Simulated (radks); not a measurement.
Results of a calculation; reference values are marked as such.
Excited configurations of Ce I: one electron is placed in a higher orbital outside [Xe] 4f1 5d2. The ground configuration is [Xe] 4f1 5d1 6s2. Code: a radial shooting solver on a logarithmic mesh with Libxc functionals. Model: Dirac Kohn-Sham, PBE, spin-unpolarised, spherical densities, finite nucleus; open shells fill j = l - 1/2 first; Fermi nuclear charge, rms radius 4.8771 fm. Excitation = E - E(ground); binding = E(ion) - E, where the ion is the core of charge +1; n* = 1/sqrt(2 binding) in atomic units, and the quantum defect is n - n*.

outer orbital  excitation (eV)  binding (eV)     n*  <r> (bohr)
5f5/2                    5.192         0.923  3.839       16.98
6s1/2                    0.807         5.308  1.601       4.558
6f5/2                    5.471         0.644  4.596       28.68
7s1/2                    4.102         2.013  2.600       10.81
7p1/2                    4.582         1.533  2.979       13.45
7d3/2                    5.204         0.911  3.865       21.72
7f5/2                    5.646         0.469  5.385       42.85

The Delta-SCF ionisation energy is 6.115 eV (NIST Atomic Spectra Database: 5.539 eV, measured). Self-interaction in the functional shifts the binding energies and quantum defects, so they are the method's values and not measured ones. Spin polarisation and multiplet splitting are left out, so open shells lie too high by an amount that depends on their filling.

Beside tabulated values, note that spin-unpolarised runs miss the spin-polarisation part of the exchange energy of open shells.
